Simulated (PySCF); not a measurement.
Atom-mapped SMILES (the numbers label the heavy atoms): `[CH3:1][S+:2]([CH3:3])[AlH2-:4][C:5]([CH3:6])([CH3:7])[CH3:8]`. Hydrogens are named by the atom that carries them.

One conformer, equivalent nuclei averaged, no relativistic terms, isolated molecule. Structure optimised with PBE0-D3(BJ)/def2-SVP; NMR shieldings at PBE0/pcSseg-1/GIAO; PySCF 2.14.

δ = σ(ref) − σ, references computed at the same level: 13C (σ = 184.41 ppm) and 1H (σ = 31.27 ppm) vs TMS; 33S (σ = 495.66 ppm) vs CS2; AlH4- for 27Al (σ = 489.28 ppm).

```tsv
atoms	nucleus	count	δ (ppm)
H(Al4)	1H	2	4.01
Al4	27Al	1	?
C6/C7/C8	13C	3	?
C5	13C	1	13.9
C1/C3	13C	2	24.2
H(C6)/H(C7)/H(C8)	1H	9	0.90
H(C1)/H(C3)	1H	6	2.12
S2	33S	1	-95
```

Question: Estimate the values marked ?.

Answer: 
- C6/C7/C8: 30.3 ppm, methyl carbon; a saturated carbon with 1 carbon neighbour and no heteroatom attached
- Al4: 98.0 ppm, aluminium bonded to C, S, 2 H

Hydrides on Al or Ga are broadened by the quadrupolar metal nucleus. Shifts are as computed. Against solution values, carbons near 30 ppm lie about +2 ppm off and those near 130 ppm about +5 ppm. Of 1313 compounds with measured shifts, 239 miss one by over three times the rms of a fit or turn the order of signals round; such compounds aren't used in these exercises.
